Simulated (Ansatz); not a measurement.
CH4InO (`[CH3][In][OH]`) radical: the same geometry under several functionals.

```yaml
crystal:
  periodic: [false, false, false]
  atoms:
    - {symbol: C, position_ang: [-1.112372, 0.553782, -0.247895]}
    - {symbol: In, position_ang: [0.751851, -0.484074, -0.796570]}
    - {symbol: O, position_ang: [1.859966, -0.880936, 0.836230]}
    - {symbol: H, position_ang: [-1.965163, -0.017149, -0.612532]}
    - {symbol: H, position_ang: [-1.109988, 1.548383, -0.692435]}
    - {symbol: H, position_ang: [-1.115184, 0.612132, 0.840947]}
    - {symbol: H, position_ang: [2.690881, -1.332128, 0.672256]}
basis:
  gaussian: {orbitals: def2-TZVPP}
magnetization: {spin_polarized: true, initial_magnetization: 1}
hamiltonian: {xc: {name: PBE-QIDH}}
```

```sh
$ ansatz run in.yaml --threads 4 --pin off --events-out ev --progress --plain
```

Output, abridged:

```
Functional definition: PBE-QIDH
1180 factors; integrals over basis functions are off by at most 1.1e-3 eV
mean field evaluation 1: about -8300.2433 eV, gradient 4.2e1 eV
mean field evaluation 2: about -8300.2782 eV, gradient 4.2e1 eV
mean field evaluation 4: about -8307.3392 eV, gradient 6.3e0 eV
mean field evaluation 8: about -8307.5607 eV, gradient 5.0e-1 eV
mean field evaluation 16: about -8307.5660 eV, gradient 2.3e-3 eV
mean field -8307.56596073 eV, -305.2974179863 hartree, gradient 6.0e-6 eV, S^2 0.764904; 0 other end points of the search recorded, 0 dependent functions left out
6 core orbitals not correlated: weight in the atoms' cores, before any rotation towards them, 1.000 or more for the frozen orbitals, at most 0.000 for the correlated occupied ones
reference -8307.56597516 eV, -305.2974185167 hartree; 14, 13 occupied and 148, 149 virtual orbitals, 1180 factors
second order -21.34319138 eV of doubles, -0.00000000 eV of singles
Total energy: -8314.68037229 eV, -305.5588677889 hartree
```

It took 3.4 s on 4 threads of a server CPU on a shared host, with 0.43 GiB of host memory at the peak.

With the line `hamiltonian: {xc: pbe0, dispersion: d4}` (abridged; 2.7 s):

```
Functional definition: PBE0
mean field evaluation 16: about -8320.7477 eV, gradient 7.8e-4 eV
mean field -8320.74768306 eV, -305.7818373470 hartree, gradient 6.3e-5 eV, S^2 0.756172
Total energy: -8320.83550155 eV, -305.7850646169 hartree
```

The same input with `hamiltonian: {xc: {name: wB97M-V}}` and forces (abridged; 8 s):

```
Functional definition: wB97M-V
mean field evaluation 16: about -8321.4751 eV, gradient 9.6e-4 eV
mean field -8321.47510593 eV, -305.8085696447 hartree, gradient 2.8e-5 eV, S^2 0.757210
Total energy: -8321.47516439 eV, -305.8085717930 hartree
Atom 0 force     0.088934    -0.049610    -0.014609 eV/Å
Atom 1 force    -0.078941     0.048281     0.056797 eV/Å
Atom 2 force     0.023293    -0.019920    -0.068254 eV/Å
Atom 3 force     0.058187     0.062511     0.040034 eV/Å
Atom 4 force    -0.019745    -0.078883     0.047879 eV/Å
Atom 5 force    -0.029205     0.012151    -0.092336 eV/Å
Atom 6 force    -0.042522     0.025472     0.030489 eV/Å
Dipole moment:    -0.070573    -0.006460    -0.393636 e Å
```

The same input with `hamiltonian: {xc: {name: r2SCAN0}, dispersion: d4}` (abridged; 3.8 s):

```
Functional definition: r2SCAN0
mean field evaluation 16: about -8323.2090 eV, gradient 8.0e-4 eV
mean field -8323.20898922 eV, -305.8722886802 hartree, gradient 5.8e-5 eV, S^2 0.760617
Total energy: -8323.23730183 eV, -305.8733291493 hartree
```

The same input with `hamiltonian: {xc: pbe, dispersion: d4}` and forces (abridged; 1.9 s):

```
Functional definition: PBE
mean field evaluation 16: about -8320.7284 eV, gradient 3.3e-3 eV
mean field -8320.72844738 eV, -305.7811304488 hartree, gradient 1.5e-5 eV, S^2 0.752706
Total energy: -8320.83293455 eV, -305.7849702815 hartree
Atom 0 force    -0.089451     0.050286     0.041026 eV/Å
Atom 1 force    -0.031923    -0.035159    -0.467519 eV/Å
Atom 2 force    -0.191194     0.153082     0.486017 eV/Å
Atom 3 force    -0.148332    -0.122891    -0.078909 eV/Å
Atom 4 force     0.018889     0.184563    -0.094383 eV/Å
Atom 5 force     0.009308     0.006565     0.212448 eV/Å
Atom 6 force     0.432702    -0.236447    -0.098680 eV/Å
Dipole moment:    -0.073478     0.003069    -0.322763 e Å
```

With the line `hamiltonian: {xc: {name: CAM-B3LYP}, dispersion: d4}` (abridged; 2.4 s):

```
Functional definition: CAM-B3LYP
mean field evaluation 16: about -8322.4355 eV, gradient 1.1e-4 eV
mean field -8322.43549226 eV, -305.8438631911 hartree, gradient 4.8e-5 eV, S^2 0.758131
Total energy: -8322.52573908 eV, -305.8471797005 hartree
```
